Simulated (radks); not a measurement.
Results of a calculation; reference values are marked as such.
Species: Sc V. Configuration: [Ne] 3s2 3p5. Level of theory: scalar-relativistic Kohn-Sham, LDA (Slater exchange, Perdew-Wang correlation), spin-polarised, spherical densities, finite nucleus; open shells are filled with parallel spins first; Fermi nuclear charge, rms radius 3.5459 fm (a radial shooting solver on a logarithmic mesh with Libxc functionals). Some entries of the table are withheld. Estimate them.

orbital  occ.  eigenvalue (Ry)  r(max) (bohr)  <r^2> (bohr^2)
1s up       1        -326.5044        0.04791        0.007206
1s down     1        -326.4747        0.04791        0.007205
2s up       1        -38.91731         0.2842          0.1403
2s down     1        -38.88773         0.2842          0.1402
2p up       3        -32.68721         0.2321          0.1171
2p down     3        -32.65060         0.2322          0.1170
3s up       1         -7.79749         0.9095           1.220
3s down     1         -7.69127         0.9099           1.227
3p up       3         -6.17849         0.9368           1.374
3p down     2         -6.07641         0.9380           1.387
3d up       0         -3.73497            (1)           1.753
3d down     0         -3.64621            (2)           1.792
4s up       0         -2.62682          2.291           6.764
4s down     0         -2.60228          2.307           6.860
4p up       0         -2.17560          2.515             (3)
4p down     0         -2.15559          2.536             (4)
4f up       0              (5)          3.152           15.20
4f down     0              (6)          3.201           15.58

Answer. 
(1) 3d up r(max) (bohr): 0.9388
(2) 3d down r(max) (bohr): 0.9420
(3) 4p up <r^2> (bohr^2): 8.241
(4) 4p down <r^2> (bohr^2): 8.371
(5) 4f up eigenvalue (Ry): -1.13504
(6) 4f down eigenvalue (Ry): -1.12677
